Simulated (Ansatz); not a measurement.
Computed with Ansatz on PBE0-D4/def2-TZVP structures; ΔE is electronic, products minus reactants. CBS: MP2 limit from def2 TZ/QZ plus the TZ coupled-cluster correction, frozen cores. This one scheme is used for every species. DFT in def2-TZVPP. Elements past krypton have def2 core potentials. For Se, Sn outer-core shells are correlated without core-valence functions, which leaves a few kJ/mol of doubt a bond. Scalar relativity is left out up to krypton. Each species was taken in one conformer, which may not be the lowest.

Reaction (formal exchange of groups at the Se–C bond): `COC(O)[SeH]` + `C[O][SnH]([Cl])[Cl]` → `C[O][Sn]([Cl])([Cl])[SeH]` + `COCO`

```csv
species,PBE0-D4 energy (Eh)
`COC(O)[SeH]`,-2631.36360
`C[O][SnH]([Cl])[Cl]`,-1250.18589
`C[O][Sn]([Cl])([Cl])[SeH]`,-3651.50316
`COCO`,-230.09574
```

Problem. Work out ΔE.

Solution. ΔE = (-3651.50316) + (-230.09574) − (-2631.36360) − (-1250.18589) = -0.04941 Eh = -31.0 kcal/mol. CCSD(T)/CBS gives -31.9 kcal/mol.

Largest T1 diagnostic among the species: 0.013.

In def2-TZVPP, CCSD(T) changes the Hartree–Fock value by +2.9 kcal/mol (the triples alone add +0.3 kcal/mol) and MP2 by +1.6 kcal/mol. From PBE to PBE0 (25 % exact exchange), in def2-TZVPP and without D4, ΔE moves by −0.9 kcal/mol.
